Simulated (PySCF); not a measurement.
C3H10AlNO (SMILES C[CH2][Al]([NH2])[O]C), singlet, geometry from GFN2-xTB (such geometries of metal compounds can be far from the true shape); CAMB3LYP/6-31G*, polarisability (PySCF).

The PySCF input:
```python
from pyscf import gto, scf, dft
from pyscf.prop import polarizability

mol = gto.Mole()
mol.atom = '''
    Al   -0.013624    0.089063    0.268581
    C     0.764259    0.589917   -1.515857
    C     1.544000    1.905908   -1.496660
    H    -0.036459    0.654797   -2.262287
    H     1.420632   -0.213586   -1.870956
    H     2.373614    1.853463   -0.794629
    H     0.902819    2.730739   -1.192713
    H     1.948890    2.136815   -2.483398
    O    -0.887416   -1.312024    0.339531
    C    -1.631119   -2.486686    0.437576
    H    -1.934613   -2.659282    1.473668
    H    -2.528131   -2.416681   -0.183772
    H    -1.034770   -3.338711    0.099900
    N     0.217347    1.097702    1.721187
    H     0.733550    1.963416    1.768886
    H    -0.153363    0.888655    2.638837
'''
mol.basis = '6-31g*'
mol.charge = 0
mol.spin = 0
mol.verbose = 4
mol.build()

mf = dft.RKS(mol)
mf.xc = 'camb3lyp'
mf.kernel()
alpha = mf.Polarizability().polarizability()[2, 2]
print('alpha_zz =', alpha)
```

### Question
Predict the main parts of the log of this PySCF run.

### Answer

```
site-packages/pyscf/prop/efg/rhf.py:45: UserWarning: Module EFG is under testing
  warnings.warn('Module EFG is under testing')
site-packages/pyscf/prop/efg/dhf.py:30: UserWarning: Module EFG is under testing
  warnings.warn('Module EFG is under testing')
site-packages/pyscf/prop/zfs/uhf.py:40: UserWarning: Module ZFS is under testing
  warnings.warn('Module ZFS is under testing')
site-packages/pyscf/prop/gtensor/uhf.py:43: UserWarning: Module g-tensor is under testing
  warnings.warn('Module g-tensor is under testing')
site-packages/pyscf/prop/gtensor/uks.py:41: UserWarning: Module g-tensor is under testing
  warnings.warn('Module g-tensor is under testing')
site-packages/pyscf/prop/hfc/uks.py:35: UserWarning: Module HFC is under testing
  warnings.warn('Module HFC is under testing')
site-packages/pyscf/prop/magnetizability/rhf.py:39: UserWarning: Module magnetizability is under testing
  warnings.warn('Module magnetizability is under testing')
site-packages/pyscf/prop/magnetizability/uhf.py:37: UserWarning: Module magnetizability is under testing
  warnings.warn('Module magnetizability is under testing')
site-packages/pyscf/prop/magnetizability/rks.py:37: UserWarning: Module magnetizability is under testing
  warnings.warn('Module magnetizability is under testing')
site-packages/pyscf/prop/magnetizability/uks.py:39: UserWarning: Module magnetizability is under testing
  warnings.warn('Module magnetizability is under testing')
site-packages/pyscf/prop/polarizability/uhf.py:34: UserWarning: Module polarizability is under testing
  warnings.warn('Module polarizability is under testing')
site-packages/pyscf/prop/polarizability/rks.py:29: UserWarning: Module polarizability is under testing
  warnings.warn('Module polarizability is under testing')
site-packages/pyscf/prop/polarizability/uks.py:29: UserWarning: Module polarizability is under testing
  warnings.warn('Module polarizability is under testing')
PySCF version 2.14.0

[INPUT] verbose = 4
[INPUT] num. atoms = 16
[INPUT] num. electrons = 56
[INPUT] charge = 0
[INPUT] spin (= nelec alpha-beta = 2S) = 0
[INPUT] symmetry False subgroup None
[INPUT] Mole.unit = angstrom
[INPUT] Symbol           X                Y                Z      unit          X                Y                Z       unit  Magmom
[...]
nuclear repulsion = 287.996229760941
number of shells = 58
number of NR pGTOs = 226
number of NR cGTOs = 108
basis = 6-31g*
ecp = {}

******** <class 'pyscf.dft.rks.RKS'> ********
method = RKS
initial guess = minao
damping factor = 0
level_shift factor = 0
DIIS = <class 'pyscf.scf.diis.CDIIS'>
diis_start_cycle = 1
diis_space = 8
diis_damp = 0
SCF conv_tol = 1e-09
SCF conv_tol_grad = None
SCF max_cycles = 50
direct_scf = True
direct_scf_tol = 1e-13
XC library pyscf.dft.libxc version 7.1.2
    S. Lehtola, C. Steigemann, M. J. T. Oliveira, and M. A. L. Marques,  SoftwareX 7, 1–5 (2018)
XC functionals = camb3lyp
    T. Yanai, D. P. Tew, and N. C. Handy,  Chem. Phys. Lett. 393, 51 (2004)
radial grids:
    Treutler-Ahlrichs [JCP 102, 346 (1995); DOI:10.1063/1.469408] (M4) radial grids

becke partition: Becke, JCP 88, 2547 (1988); DOI:10.1063/1.454033
pruning grids: <function nwchem_prune>
grids dens level: 3
symmetrized grids: False
atomic radii adjust function: <function treutler_atomic_radii_adjust>
small_rho_cutoff = 0
Set gradient conv threshold to 3.16228e-05
Initial guess from minao.
tot grids = 187600
init E= -492.965747463254
[...]
cycle= 1 E= -492.522188143964  delta_E= 0.444  |g|= 0.845  |ddm|= 3.32
[...]
cycle= 2 E= -492.443842039336  delta_E= 0.0783  |g|= 1.09  |ddm|= 1.35
[...]
cycle= 3 E= -492.668356013996  delta_E= -0.225  |g|= 0.0915  |ddm|= 0.777
[...]
cycle= 4 E= -492.669794677008  delta_E= -0.00144  |g|= 0.0445  |ddm|= 0.0935
[...]
cycle= 5 E= -492.670247600113  delta_E= -0.000453  |g|= 0.00809  |ddm|= 0.0366
[...]
cycle= 6 E= -492.67026202182  delta_E= -1.44e-05  |g|= 0.00258  |ddm|= 0.00789
[...]
cycle= 7 E= -492.67026404419  delta_E= -2.02e-06  |g|= 0.000613  |ddm|= 0.00297
[...]
cycle= 8 E= -492.67026418319  delta_E= -1.39e-07  |g|= 0.000126  |ddm|= 0.00101
[...]
cycle= 9 E= -492.670264188689  delta_E= -5.5e-09  |g|= 4.93e-05  |ddm|= 0.000195
[...]
cycle= 10 E= -492.670264189481  delta_E= -7.92e-10  |g|= 9.89e-06  |ddm|= 7.02e-05
[...]
Extra cycle  E= -492.670264189507  delta_E= -2.59e-11  |g|= 7.41e-06  |ddm|= 1.86e-05
converged SCF energy = -492.670264189507
Isotropic polarizability 61.6428471863
Polarizability anisotropy 7.86437475102
alpha_zz = 63.1813241651606
```
